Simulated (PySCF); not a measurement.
## How a change of structure moves an absorption spectrum

Level of theory: TDDFT B3LYP/def2-SVPD, vertical, gas phase, core orbitals frozen in the response (PySCF). Geometries: PBE0-D3(BJ)/def2-SVP; one conformer of each isolated species. Triplets are in the Tamm–Dancoff approximation. 'Strongest' means the level of largest summed f among the lowest 15 singlets; it needn't be the same kind of state in each.

Parent: ZnMe2 (`[CH3][Zn][CH3]`), with lowest singlet excitation energy 5.74 eV, oscillator strength of the strongest level 0.33, energy of the strongest computed level 6.27 eV, LUMO energy -0.13 eV, S1–T1 gap 0.30 eV. Its spectrum: 5.74 eV (f 0.000 summed over 2 states); 6.27 eV (f 0.328); 7.12 eV (f 0.000); 7.71 eV (f 0.000); 7.85 eV (f 0.260 summed over 2 states).

How do these changes move the values? ligand (both): Me to iPr (`C[CH](C)[Zn][CH](C)C`); ligand (both): Me to N(SiH3)2 (`[SiH3][N]([SiH3])[Zn][N]([SiH3])[SiH3]`); ligand (both): Me to tBu (`C[C](C)(C)[Zn][C](C)(C)C`); ligand (both): Me to nBu (`CCC[CH2][Zn][CH2]CCC`).

| change | SMILES | Δ S1 (eV) | Δ f (strongest) | Δ strongest (eV) | Δ LUMO (eV) | Δ S1−T1 (eV) |
| --- | --- | --- | --- | --- | --- | --- |
| ligand (both): Me to iPr | C[CH](C)[Zn][CH](C)C | -1.19 | +0.09 | +0.30 | -0.27 | -0.14 |
| ligand (both): Me to N(SiH3)2 | [SiH3][N]([SiH3])[Zn][N]([SiH3])[SiH3] | -0.97 | -0.10 | +0.13 | -1.41 | -0.03 |
| ligand (both): Me to tBu | C[C](C)(C)[Zn][C](C)(C)C | -1.27 | +0.34 | -0.13 | -0.19 | +0.02 |
| ligand (both): Me to nBu | CCC[CH2][Zn][CH2]CCC | -0.74 | -0.02 | -0.65 | -0.20 | -0.13 |

S1 falls most with ligand (both): Me to tBu (-1.27 eV); all changes lower it. S1 is simply the lowest singlet of each species and needn't be the same kind of state throughout. Over these 4 changes the shifts of S1 and of the HOMO–LUMO gap correlate with r = 1.00.
